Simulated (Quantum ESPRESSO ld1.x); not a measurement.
The numbers below are computed, except where a source is named.
Task: These are the eigenvalues of the occupied orbitals of an atom or ion with whole-number occupations (hartree). Level of theory: scalar-relativistic Kohn-Sham, LDA (Slater exchange, VWN5 correlation), spin-polarised, spherical densities, point nucleus (ld1.x of Quantum ESPRESSO 7.5).

| orbital | eigenvalue |
|---|---|
| 1s up | -3330.81 |
| 1s down | -3330.81 |
| 2s up | -599.034 |
| 2s down | -599.034 |
| 2p up | -512.609 |
| 2p down | -512.608 |
| 3s up | -145.081 |
| 3s down | -145.080 |
| 3p up | -120.399 |
| 3p down | -120.398 |
| 3d up | -95.5999 |
| 3d down | -95.5995 |
| 4s up | -33.7729 |
| 4s down | -33.7723 |
| 4p up | -25.6859 |
| 4p down | -25.6852 |
| 4d up | -16.4496 |
| 4d down | -16.4489 |
| 5s up | -6.45741 |
| 5s down | -6.45567 |
| 4f up | -6.27186 |
| 4f down | -6.27101 |
| 5p up | -4.17607 |
| 5p down | -4.17399 |
| 5d up | -1.64592 |
| 5d down | -1.64019 |
| 6s up | -1.15401 |
| 6s down | -1.13109 |
| 6p up | -0.73033 |

Which element is it, and in what charge state? The configuration may be excited. Open shells, if any, are filled with parallel spins first.

Result: Z = 83, bismuth, charge +2: Bi2+ in [Hg] 6p1. The list shows which subshells hold electrons but not how many an open one holds; the 1s level, -3330.8 hartree, gives Z - s = 81.6 by -(Z - s)^2/2, which with screening and relativity narrows Z to a few neighbours, and the depths of the outer levels then fix element, charge and occupations together.
